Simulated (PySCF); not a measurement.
C5H5BS.
SMILES with atom numbers: `[CH:1]#[C:2][B:3]([C:4]#[CH:5])[S:6][CH3:7]` (hydrogens: H8 on C1; H9 on C5; H10, H11, H12 on C7)

Theory: PBE0-D3(BJ)/def2-SVP geometry optimisation, gas phase (PySCF).

(1) Give the optimised bond lengths and angles.

## Answers

(1) 
| bond | length (pm) |
| --- | --- |
| C1≡C2, C4≡C5 | 121.8 |
| C2–B3, B3–C4 | 152.3 |
| B3–S6 | 178.6 |
| S6–C7 | 181.3 |
| C1–H8, C5–H9 | 107.5 |
| C7–H10, C7–H11, C7–H12 | 109.8 |

Bonds in one row agree within 1 pm and their mean is given. A selection of angles:
| angle | degrees |
| --- | --- |
| C2–C1–H8 | 179.9 |
| C1–C2–B3 | 179.8 |
| C2–B3–C4 | 122.2 |
| C2–B3–S6 | 116.8 |
| C4–B3–S6 | 121.0 |
| B3–S6–C7 | 104.3 |
| S6–C7–H10 | 106.9 |
| S6–C7–H11 | 110.6 |
| H10–C7–H11 | 109.6 |

Torsions: C2–B3–S6–C7 180° (antiperiplanar).

S6 (sulfur bonded to B and C) is bent (angle 104.3°). B3 (three-coordinate boron) is planar (angles 122.2°, 121.0° and 116.8°, sum 360.0°, 0.00 Å off the plane of its three neighbours). The 7 heavy atoms lie in one plane (0.001 Å rms). Of the pairs four or more bonds apart, C4···H12 is among the closest relative to their van der Waals radii: 2.93 Å, 101 % of the sum of Bondi's values.

Point group: Cs (tolerance 0.08 Å). PBE0-D3(BJ)/def2-SVP frequencies: not computed here. One conformer, not necessarily the lowest.
